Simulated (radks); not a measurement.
Values are calculated unless marked as measured or tabulated.
Valence configurations of the nickel ion Ni2+ (all share [Ar]). Code: a radial shooting solver on a logarithmic mesh with Libxc functionals. Model: scalar-relativistic Kohn-Sham, r2SCAN, spin-polarised, spherical densities, finite nucleus; open shells are filled with parallel spins first; meta-GGA in the generalised Kohn-Sham scheme; Fermi nuclear charge, rms radius 3.7757 fm. Energies are relative to 3d8; eigenvalues in eV for spin up.

valence          E (eV)  moment (Bohr magnetons)    e(3d)    e(4p)    e(4s)
3d8               0.000                        2  -29.621        -        -
3d7 4p1          14.039                        4  -38.489  -18.014        -
3d7.5 4p0.5       6.600                        3  -33.991  -16.356        -
3d6.5 4s1 4p0.5  14.475                        5  -41.784  -18.900  -26.976
3d6 4p2          31.872                        6  -47.905  -20.947        -
3d7 4s1           6.448                        4  -37.113        -  -25.080
3d5.5 4p2.5      42.421                        7  -52.818  -22.264        -
3d3.5 4p4.5      120.78                        5  -72.864  -26.307        -
3d7.5 4s0.5       3.039                        3  -33.299        -  -23.194
3d4.5 4p3.5      74.860                        7  -62.894  -24.587        -

NIST lists [Ar] 3d8 as the ground configuration; this level of theory agrees among the configurations tried. The energies are those of spherical high-spin densities, not of single terms.
